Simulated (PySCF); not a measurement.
## Electron correlation in C⁺ (carbon, charge +1)

[He] 2s2 2p1, 2P determinant. All numbers are calculated (PySCF 2.14, the non-relativistic Hamiltonian (point nucleus), in def2-QZVPPD). Frozen: nothing; 5 electrons correlated.

| level | correlation energy (mhartree) |
| --- | --- |
| CCSD | -97.14 |
| (T) | -1.56 |
| CCSD(T) | -98.70 |

Diagnostics: T1 = 0.0077, D1 = 0.0185, largest double amplitude 0.129.

Cost of the coupled-cluster step: roughly 6 core-seconds, for 5 correlated electrons.

This basis was not built for core-valence correlation, so the inner-shell part is incomplete.
